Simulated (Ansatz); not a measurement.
Ansatz (a quantum-chemistry and plane-wave program) input (wB97X/def2-TZVPD):

Ansatz 0.2 input:
```yaml
crystal:
  periodic: [false, false, false]
  atoms:
    - {symbol: Ge, position_ang: [0.20561840, 0.18195587, -0.21402856]}
    - {symbol: C, position_ang: [-0.93860242, -0.82525658, 0.96663904]}
    - {symbol: H, position_ang: [1.61218003, 0.35669680, 0.39971119]}
    - {symbol: H, position_ang: [0.35780422, -0.55646748, -1.55579574]}
    - {symbol: H, position_ang: [-0.38811164, 1.58131263, -0.45497256]}
    - {symbol: H, position_ang: [-1.53709267, -0.34655004, 1.73158840]}
    - {symbol: H, position_ang: [-0.99295420, -1.90604011, 0.92854846]}
basis:
  gaussian:
    orbitals: def2-TZVPD
hamiltonian:
  xc: {name: wB97X}
magnetization: {spin_polarized: true, initial_magnetization: 1}
```

End of the output:

```
integrals: 0.07 GiB planned
843 factors; their error is unknown
integrals: 0.10 GiB planned
298 factors; integrals over basis functions are off by at most 5.6e-6 eV
mean field: 0.88 GiB planned
mean field evaluation 1: about -57633.9489 eV, gradient 2.2e1 eV
mean field evaluation 2: about -57634.8438 eV, gradient 1.8e1 eV
mean field evaluation 4: about -57635.9317 eV, gradient 1.2e0 eV
mean field evaluation 8: about -57636.0783 eV, gradient 1.9e-1 eV
mean field evaluation 16: about -57636.0785 eV, gradient 1.4e-5 eV
mean field -57636.07851637 eV, -2118.0868183395 hartree, gradient 1.4e-5 eV, S^2 0.755105; 0 other end points of the search recorded, 0 dependent functions left out
reference -57636.07848805 eV, -2118.0868172988 hartree; 22, 21 occupied and 114, 115 virtual orbitals, 843 factors
Total energy: -57636.07848805 eV, -2118.0868172988 hartree
```

It need not be the lowest isomer of its formula.
